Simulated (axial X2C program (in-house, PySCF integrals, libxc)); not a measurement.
## Potential curves of CuSn, 2c

All values were computed with an in-house all-electron X2C program for linear molecules (integrals from PySCF). Two-component (2c) means X2C with spin–orbit coupling and atomic mean-field two-electron Coulomb and Gaunt terms. Basis: Sn dyall-cv3z [11s12p9d4f1g], Cu dyall-cv3z [9s9p6d3f2g] (cores contracted in-house); Gaussian nuclei, density fitting, unrestricted open shells. Masses: Sn 119.902 u, Cu 62.930 u.

State: Ω = 1/2 (⟨Sz⟩ = -0.47, ⟨Lz⟩ = 0.97 at HF). Energies in eV from the lowest point of each curve. Fits are polynomials in 1 − R0/R over 0.85 to 1.23 times the lowest point R0.

```
 R (Å)  CCSD(T)    PBE0   PBE50
2.3190   0.0869  0.0839  0.1063
2.3930   0.0179  0.0172  0.0284
2.4670   0.0000  0.0000  0.0000
2.5533   0.0271  0.0259  0.0132
2.6397   0.0929  0.0870  0.0627
2.7507   0.2195  0.2000  0.1625
```

Correlated methods: 15 electrons correlated (number of frozen shells: Sn 4 s, 3 p, 2 d; Cu 3 s, 2 p), 309 virtual spin orbitals or spinors in MP2, 90 natural virtuals in coupled cluster.

The state is a single determinant with fixed occupations, the lowest that a limited PBE0 search found. Density functionals use the spin component along the axis (collinear). CCSD and (T) use frozen natural virtuals with an MP2 correction for the truncation; (T) itself is uncorrected, so its De runs slightly low. The functionals have no current-density term, which raises determinants with orbital currents, atoms included. The determinant is spin-polarised beyond a pure state at some levels (its spin-free form has ⟨S²⟩ too high), which makes Re and μ there less reliable. With the outer-core shells frozen, correlated bond lengths of heavy atoms tend to come out a few hundredths of an ångström too long. Coupled cluster ran on the points near the minimum only. MP2 and coupled cluster on one determinant become unreliable at the stretched end.

Q: Fit the CCSD(T) curve near its minimum: give the equilibrium distance and the harmonic wavenumber.

A: At CCSD(T), 2c: Re = 2.461 Å, ωe ≈ 217 cm⁻¹; Be follows as 0.0674 cm⁻¹.

Q: What are Re and ωe at the PBE0 level?

A: At PBE0, 2c: Re = 2.461 Å, ωe ≈ 213 cm⁻¹; Be follows as 0.0675 cm⁻¹.

Q: What are Re and ωe at the PBE50 level?

A: At PBE50, 2c: Re = 2.484 Å, ωe ≈ 204 cm⁻¹; Be follows as 0.0662 cm⁻¹.
